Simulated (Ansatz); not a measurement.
Ansatz (a quantum-chemistry and plane-wave program) input (CCSD(T)/aug-cc-pV(D+d)Z):
A basis named .json is the Basis Set Exchange file of that set.

Ansatz 0.2 input:
```yaml
crystal:
  periodic: [false, false, false]
  atoms:
    - {symbol: Si, position_ang: [0.00717731, 0.01476664, -0.00660904]}
    - {symbol: F, position_ang: [-0.01968428, -0.45326785, 1.51139593]}
    - {symbol: F, position_ang: [-0.75125230, -1.13286210, -0.80149879]}
    - {symbol: O, position_ang: [-0.74132541, 1.42789810, -0.22155486]}
    - {symbol: O, position_ang: [1.53083967, 0.19645370, -0.50544906]}
    - {symbol: H, position_ang: [-1.69469379, 1.44699211, -0.33039224]}
    - {symbol: H, position_ang: [2.21652652, -0.37337002, -0.15012403]}
basis:
  gaussian:
    orbitals: aug-cc-pV_D+d_Z.json
magnetization: {spin_polarized: false}
correlation: {method: ccsd_t, electrons: outside_noble_gas}
output: {forces: true}
```

Output:

```
Functional definition: HF
integrals: 0.36 GiB planned
1370 factors; integrals over basis functions are off by at most 6.6e-4 eV
0.82 GiB of device memory are held for the factors and their scratch space
mean field: 0.72 GiB planned
mean field evaluation 1: about -17383.8126 eV, gradient 5.3e1 eV
mean field evaluation 2: about -17383.8143 eV, gradient 5.3e1 eV
mean field evaluation 4: about -17388.3161 eV, gradient 2.6e0 eV
mean field evaluation 8: about -17388.3353 eV, gradient 9.3e-5 eV
mean field evaluation 16: about -17388.3343 eV, gradient 6.8e-1 eV
mean field -17388.33528809 eV, -639.0095356003 hartree, gradient 3.0e-6 eV, S^2 0.000000; 0 other end points of the search recorded, 0 dependent functions left out
9 core orbitals not correlated
reference -17388.33528809 eV, -639.0095356003 hartree; 16, 16 occupied and 117, 117 virtual orbitals, 1370 factors
densities: 4.99 GiB planned
second order -24.57413554 eV of doubles, -0.00000000 eV of singles
coupled cluster: 1.92 GiB planned
cycle   1  -24.30342825 eV  change    2.7e-1 eV  update   1.1e-1
cycle   2  -24.79301136 eV  change   -4.9e-1 eV  update   2.9e-2
cycle   3  -24.91559434 eV  change   -1.2e-1 eV  update   1.4e-2
cycle   4  -24.90516287 eV  change    1.0e-2 eV  update   2.3e-3
cycle   5  -24.90237701 eV  change    2.8e-3 eV  update   9.0e-4
cycle   6  -24.90304001 eV  change   -6.6e-4 eV  update   2.4e-4
cycle   7  -24.90302781 eV  change    1.2e-5 eV  update   7.8e-5
cycle   8  -24.90295394 eV  change    7.4e-5 eV  update   2.2e-5
cycle   9  -24.90294553 eV  change    8.4e-6 eV  update   7.3e-6
perturbative correction -0.62852349 eV, -0.0230978122 hartree
the calculation of the forces begins
0.82 GiB of device memory are held for the factors and their scratch space
Total energy: -17413.86675710 eV, -639.9477997808 hartree
Atom 0 at     0.007177     0.014767    -0.006609 Å, force    -0.017763    -0.036546     0.016357 eV/Å
Atom 1 at    -0.019684    -0.453268     1.511396 Å, force    -0.017600    -0.262420     0.795666 eV/Å
Atom 2 at    -0.751252    -1.132862    -0.801499 Å, force    -0.406740    -0.610621    -0.404923 eV/Å
Atom 3 at    -0.741325     1.427898    -0.221555 Å, force    -0.122057     0.780772    -0.102146 eV/Å
Atom 4 at     1.530840     0.196454    -0.505449 Å, force     0.641185     0.287286    -0.375880 eV/Å
Atom 5 at    -1.694694     1.446992    -0.330392 Å, force    -0.150988    -0.051319    -0.024309 eV/Å
Atom 6 at     2.216527    -0.373370    -0.150124 Å, force     0.073963    -0.107152     0.095235 eV/Å
Dipole moment:    -0.010678    -0.021970     0.009833 e Å
```
